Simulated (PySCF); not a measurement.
C₆ coefficients of unlike pairs at PBE0

Calculated with PySCF 2.14 from the dipole response of each species, C₆(A,B) = (3/π) ∫ α_A(iu) α_B(iu) du, in atomic units, from isotropic polarisabilities. For ions this is the dispersion term alone; charge-induced terms of lower order in 1/R come first.

| species | configuration | basis | relativity | α (bohr³) | C₆ (like pair) |
| --- | --- | --- | --- | --- | --- |
| Ni⁺ | [Ar] 3d9 (2D) | aug-cc-pVDZ (7s6p4d2f) | none | 7.246 | 22.52 |
| I²⁺ | [Kr] 4d10 5s2 5p3 (4S) | aug-cc-pVTZ-PP with one added diffuse shell each of d, f type with ECP28MDF (6s5p5d3f) | core potential | 13.74 | 92.18 |
| C²⁺ | [He] 2s2 (1S) | def2-QZVPPD (8s4p4d2f1g) | none | 4.270 | 6.599 |
| Ir⁺ | [Xe] 4f14 5d7 6s1 (5F) | def2-TZVPPD with the def2 core potential (60 electrons) (6s5p3d2f1g) | core potential | 22.70 | 173.0 |

Q: Estimate C₆ for Ir⁺ with Ni⁺.

A: The integral gives 61.71. The combination rule 2 C_A C_B / (C_A α_B/α_A + C_B α_A/α_B) gives 61.96 and the geometric mean 62.42.

No spin-orbit coupling is included.

The other pairs:

```
    pair     C₆
C²⁺, I²⁺  24.42
Ir⁺, I²⁺  125.2
I²⁺, Ni⁺  44.88
C²⁺, Ni⁺  11.81
Ir⁺, C²⁺  33.56
```
